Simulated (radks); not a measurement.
Task: The calcium ion Ca+, [Ar] 4s1. All-electron calculation, non-relativistic Kohn-Sham, exchange-only LDA, spin-polarised, spherical densities, point nucleus. Program: a radial shooting solver on a logarithmic mesh with Libxc functionals. Every spin shell is full or empty, so the densities are truly spherical. Functionals are evaluated on that one density, not self-consistently. Rank these exchange functionals by their error against the exact value of the orbitals, and give that value: LDA, PBEsol, revPBE, RPBE, PW91, PW86, WC, AM05, SOGGA, B86b, EV93, APBE, TPSS, MS2, TASK.

Result: Exact: -34.9950 hartree. From best to worst, with 100 (|E| - |E exact|)/|E exact| (equal figures are ties): MS2 0.00, RPBE -0.03, PW91 -0.07, B86b +0.09, revPBE -0.16, TPSS +0.17, PW86 +0.43, APBE +0.57, EV93 +0.86, WC -1.42, TASK -2.99, PBEsol -3.26, SOGGA -3.29, AM05 -6.53, LDA -7.36.
